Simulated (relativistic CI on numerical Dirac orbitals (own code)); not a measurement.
## Sensitivity of the levels of Eu14+ to α and to the nuclear radius

Computed by Dirac-Coulomb-Breit CI, orbitals from a KLI potential per configuration, derivatives by finite differences, unscaled Slater integrals, QED left out (own radial code, finite nucleus).

Configuration list (outside the closed core [Kr] 4d10): 4f²5s, 4f³, 4f5s², 4f²5p, 5s²5p, 5s5p², 4f5s5p, 4f²5d. Levels of other configurations are missing.

With x = (α/α₀)² − 1 an excitation energy changes as ω = ω₀ + qx; K = 2q/ω₀ is the relative enhancement. Terms are leading LS components, so labels can repeat. The field-shift factor is F = δν/δ⟨r²⟩ for the transition from the lowest level.

Lowest level 4f³ ⁴I°9/2.

```tsv
Level	ω₀ (cm⁻¹)	q (cm⁻¹)	F (GHz/fm²)
4f²5s ⁴H7/2	3166.8	-136400	138
4f³ ⁴I°11/2	3901.5	4020	0.148
4f²5s ⁴H9/2	5730.2	-134400	138
4f³ ⁴I°13/2	7972.8	7781	0.29
4f²5s ⁴H11/2	9650.6	-130400	139
4f³ ⁴I°15/2	12127.7	11230	0.423
4f²5s ⁴H13/2	14053.6	-126300	139
4f²5s ⁴F3/2	14145.1	-134900	139
4f²5s ⁴F5/2	15826.5	-133400	139
4f²5s ²H9/2	17497.8	-132100	137
4f²5s ⁴F7/2	18089.2	-131000	139
4f²5s ⁴F9/2	19927.8	-129800	138
4f³ ⁴F°3/2	23398.4	1531	0.199
4f³ ²H°9/2	23694.2	2018	0.218
4f²5s ²G7/2	24234.8	-130000	138
4f²5s ²H11/2	25539.1	-124700	136
4f³ ⁴F°5/2	25579.8	4103	0.336
4f³ ⁴S°3/2	27238.1	5123	0.34
4f³ ⁴F°7/2	27343.7	5276	0.375
4f²5s ²G9/2	27634.9	-125400	138
4f²5s ²F5/2	28236.2	-130700	136
4f³ ⁴F°9/2	29673.3	7977	0.438
4f³ ²H°11/2	30353.4	8565	0.46
```

At this charge transitions that keep the count of f electrons are usually good to a few per cent. Terms inside the open d or f shell come out 10 to 20 % too wide with unscaled integrals. Levels and lines within the n = 5 or 6 shells can be off by up to 10 % or somewhat more, and those that change n by about 2 %, since core polarisation is missing. Levels that differ in their count of f electrons can be misplaced by several ten thousand cm⁻¹, since the correlation energy of f electrons is missing or only estimated; rates across such gaps can be off by orders of magnitude.

Question: Which transition from the lowest level has the largest |K|?

Answer: 4f²5s ⁴H7/2 at 3166.8 cm⁻¹, K = -86.1.
